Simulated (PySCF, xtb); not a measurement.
C3H10ClNSi, SMILES CN(C)[Si@@H](C)Cl.

GFN2-xTB in xtb at its own geometry gives an orbital gap of 5.22 eV and a dipole moment of 2.99 D.

Coordinates come from a B3LYP-D3(BJ)/def2-SVP optimisation. The structure was generated by enumeration; whether it is a known compound was not checked. The values are those of a single conformer.

Q: What does PBE/def2-TZVP (PySCF) give? (An estimate is asked for; the answer gives what the named calculation found.)

A: gap 5.64 eV (levels -5.39 and 0.26 eV), dipole 2.19 D.
